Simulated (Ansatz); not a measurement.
Breaking the Sb1–Sb2 bond in Sb2 (multiplicity 1 held). Energies count from the point at 2.488 Å.


Signs of static correlation in def2-TZVPP, with CASSCF(10,8), from Ansatz (a program for electronic structure) runs.

```json
[
 {"R (Å)": "1.990", "T1 of restricted CCSD": "0.012", "⟨S²⟩ of UHF": "0.000", "largest double amplitude of restricted CCSD": "0.085", "weight of the CASSCF reference in MRCISD": "0.916", "CASSCF natural occupations": "2.00 1.99 1.98 1.95 1.95 0.06 0.06 0.02"},
 {"R (Å)": "2.239", "T1 of restricted CCSD": "0.015", "⟨S²⟩ of UHF": "0.602", "largest double amplitude of restricted CCSD": "0.113", "weight of the CASSCF reference in MRCISD": "0.914", "CASSCF natural occupations": "2.00 1.99 1.97 1.92 1.92 0.09 0.09 0.03"},
 {"R (Å)": "2.488", "T1 of restricted CCSD": "0.020", "⟨S²⟩ of UHF": "1.292", "largest double amplitude of restricted CCSD": "0.147", "weight of the CASSCF reference in MRCISD": "0.912", "CASSCF natural occupations": "1.99 1.99 1.96 1.87 1.87 0.13 0.13 0.04"},
 {"R (Å)": "2.737", "T1 of restricted CCSD": "0.024", "⟨S²⟩ of UHF": "1.684", "largest double amplitude of restricted CCSD": "0.187", "weight of the CASSCF reference in MRCISD": "0.910", "CASSCF natural occupations": "1.99 1.99 1.94 1.79 1.79 0.21 0.21 0.06"},
 {"R (Å)": "2.986", "T1 of restricted CCSD": "0.029", "⟨S²⟩ of UHF": "___", "largest double amplitude of restricted CCSD": "0.236", "weight of the CASSCF reference in MRCISD": "0.909", "CASSCF natural occupations": "2.00 1.99 1.91 1.66 1.66 0.35 0.35 0.10"},
 {"R (Å)": "3.359", "T1 of restricted CCSD": "0.036", "⟨S²⟩ of UHF": "2.541", "largest double amplitude of restricted CCSD": "0.323", "weight of the CASSCF reference in MRCISD": "0.908", "CASSCF natural occupations": "2.00 1.99 1.78 1.39 1.39 0.61 0.61 0.22"},
 {"R (Å)": "3.732", "T1 of restricted CCSD": "0.042", "⟨S²⟩ of UHF": "2.806", "largest double amplitude of restricted CCSD": "0.431", "weight of the CASSCF reference in MRCISD": "0.909", "CASSCF natural occupations": "2.00 2.00 1.59 1.19 1.19 0.81 0.81 0.42"},
 {"R (Å)": "4.354", "T1 of restricted CCSD": "0.052", "⟨S²⟩ of UHF": "2.956", "largest double amplitude of restricted CCSD": "___", "weight of the CASSCF reference in MRCISD": "0.911", "CASSCF natural occupations": "2.00 2.00 1.30 1.07 1.07 0.93 0.93 0.70"},
 {"R (Å)": "4.976", "T1 of restricted CCSD": "0.059", "⟨S²⟩ of UHF": "2.993", "largest double amplitude of restricted CCSD": "0.754", "weight of the CASSCF reference in MRCISD": "0.911", "CASSCF natural occupations": "2.00 2.00 1.15 1.03 1.03 0.97 0.97 0.85"},
 {"R (Å)": "5.722", "T1 of restricted CCSD": "0.061", "⟨S²⟩ of UHF": "3.003", "largest double amplitude of restricted CCSD": "0.801", "weight of the CASSCF reference in MRCISD": "0.912", "CASSCF natural occupations": "2.00 2.00 1.06 1.01 1.01 0.99 0.99 0.94"},
 {"R (Å)": "6.718", "T1 of restricted CCSD": "0.059", "⟨S²⟩ of UHF": "3.005", "largest double amplitude of restricted CCSD": "0.819", "weight of the CASSCF reference in MRCISD": "0.912", "CASSCF natural occupations": "2.00 2.00 1.02 1.00 1.00 1.00 1.00 0.98"},
 {"R (Å)": "7.962", "T1 of restricted CCSD": "0.056", "⟨S²⟩ of UHF": "3.005", "largest double amplitude of restricted CCSD": "0.825", "weight of the CASSCF reference in MRCISD": "0.912", "CASSCF natural occupations": "2.00 2.00 1.00 1.00 1.00 1.00 1.00 1.00"},
 {"R (Å)": "9.952", "T1 of restricted CCSD": "0.055", "⟨S²⟩ of UHF": "3.005", "largest double amplitude of restricted CCSD": "0.826", "weight of the CASSCF reference in MRCISD": "0.912", "CASSCF natural occupations": "2.00 2.00 1.00 1.00 1.00 1.00 1.00 1.00"}
]
```

Question: What belongs in the gaps?

Answer: 
- 2.986, ⟨S²⟩ of UHF: 2.008
- 4.354, largest double amplitude of restricted CCSD: 0.638

Doubts at one or more of the structures used: a restricted determinant that unrestricted orbitals would lower (R-CCSD(T)/def2-TZVPP); other coupled-cluster roots lie near (R-CCSD(T)/def2-TZVPP); T1 above 0.05 (R-CCSD(T)/def2-TZVPP, U-CCSD(T)/def2-TZVPP); a spin-contaminated determinant (U-CCSD(T)/def2-TZVPP); the program's own flag: large difference (U-CCSD(T)/def2-TZVPP).
